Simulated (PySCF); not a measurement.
**Mayer bond orders and bond lengths**

Species: C₉H₁₂O.
Numbering: `[CH3:1][CH:2]([CH3:3])[O:4][c:5]1[cH:6][cH:7][cH:8][cH:9][cH:10]1` (hydrogens: H11, H12, H13 on C1; H14 on C2; H15, H16, H17 on C3; H18 on C6; H19 on C7; H20 on C8; H21 on C9; H22 on C10)

Structure used (GFN2-xTB), in Å, numbered top down from 1:
```xyz
22
C9H12O angstrom
C     -1.798   -0.563   -1.613
C     -1.715   -0.203   -0.129
C     -2.875   -0.821    0.647
O     -0.528   -0.716    0.458
C      0.662   -0.081    0.282
C      1.754   -0.681    0.915
C      3.011   -0.122    0.827
C      3.208    1.046    0.105
C      2.132    1.641   -0.523
C      0.863    1.089   -0.442
H     -1.844   -1.643   -1.726
H     -0.923   -0.201   -2.149
H     -2.688   -0.122   -2.054
H     -1.745    0.890   -0.005
H     -2.844   -1.903    0.549
H     -2.797   -0.568    1.700
H     -3.821   -0.453    0.260
H      1.584   -1.588    1.474
H      3.843   -0.598    1.326
H      4.192    1.485    0.035
H      2.272    2.550   -1.090
H      0.048    1.584   -0.946
```

Bond orders from the PBE0/pcSseg-1 density (PySCF). The structure is a single GFN2-xTB conformer in the gas phase; no vibrational or solvent corrections.

(1) How far do the computed orders between heavy atoms stray from the drawn ones?

(2) Set the Mayer orders of the bonds between heavy atoms beside their lengths.

Results:

(1) The largest departure is 0.154, at C2–O4 (drawn single, 0.846), counting aromatic bonds as 1.5. Drawn single, order below 0.88: C2–O4 (0.846). The bonds drawn aromatic range from 1.36 to 1.48.

(2) 
| bond | drawn as | length (Å) | Mayer order |
| --- | --- | --- | --- |
| C1–C2 | single | 1.529 | 1.038 |
| C2–C3 | single | 1.526 | 1.051 |
| C2–O4 | single | 1.421 | 0.846 |
| O4–C5 | single | 1.359 | 1.016 |
| C5–C6 | aromatic | 1.397 | 1.390 |
| C6–C7 | aromatic | 1.378 | 1.478 |
| C7–C8 | aromatic | 1.386 | 1.408 |
| C8–C9 | aromatic | 1.382 | 1.454 |
| C9–C10 | aromatic | 1.386 | 1.434 |
| C10–C5 | aromatic | 1.391 | 1.358 |

By pair of heavy elements: C–C: lowest C1–C2 (1.038, 1.529 Å), highest C6–C7 (1.478, 1.378 Å); in 1 of the 28 pairs the longer bond (by over 0.003 Å) has the higher order (by 0.02 or more). C–O: lowest C2–O4 (0.846, 1.421 Å), highest O4–C5 (1.016, 1.359 Å).

Q: And the bonds to hydrogen?

A: C–H: 0.93 to 0.97 (12 bonds).

Q: Sum the orders of all bonds at each heavy atom with more than one neighbour and set the sums beside the valence in the SMILES.

A: C1 3.914 (drawn 4), C2 3.861 (drawn 4), C3 3.935 (drawn 4), O4 1.862 (drawn 2), C5 3.764 (drawn 4), C6 3.830 (drawn 4), C7 3.851 (drawn 4), C8 3.830 (drawn 4), C9 3.848 (drawn 4), C10 3.734 (drawn 4). Orders between atoms that aren't bonded are not in these sums.

The Mayer order sums products of elements of PS (density times overlap matrix) between the two atoms' basis functions, so it depends on the basis set.
